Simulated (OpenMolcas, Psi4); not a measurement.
**How methods differ on CH5BN2 (SMILES B1NCN1)**

The species is CH5BN2 (9 atoms), meant as a singlet with charge 0. SMILES: `B1NCN1`. The coordinates come from a PBE0-D4/def2-TZVP relaxation.

```xyz
9

B    -0.5381    0.9038   -0.4242
N     0.7639    0.3501   -0.6309
C     0.4301   -0.7024    0.3220
N    -0.8915   -0.1162    0.5135
H    -1.1096    1.8519   -0.8646
H     1.6865    0.7220   -0.7615
H     0.4200   -1.7071   -0.1171
H     1.0469   -0.7041    1.2286
H    -1.7198   -0.6444    0.7170
```

Each level gives the vertical ionisation energy (to the doublet cation) (eV). The values are calculated.

| level | kind | program | value (eV) | CPU time (all runs) |
| --- | --- | --- | --- | --- |
| SVWN5/def2-SVPD | LDA | OpenMolcas | 9.52 | 2.4 min |
| BLYP/def2-SVPD | GGA | OpenMolcas | 9.12 | 3.5 min |
| PBE/def2-SVPD | GGA | OpenMolcas | 9.26 | 3.6 min |
| revPBE/def2-SVPD | GGA | OpenMolcas | 9.18 | 3.6 min |
| r2SCAN/def2-SVPD | meta-GGA | OpenMolcas | 9.24 | 4.5 min |
| M06-2X/def2-SVPD | hybrid meta-GGA | OpenMolcas | 9.59 | 5 min |
| MP2/def2-SVPD | perturbation theory | Psi4 | 10.27 | 47 s |
| CCSD/def2-SVPD | coupled cluster or CI | Psi4 | 10.31 | 4.2 min |

The values span 9.12 to 10.31 eV. Times are those of the runs behind each value, whatever else they computed, on shared processors of several kinds: orders of magnitude only.
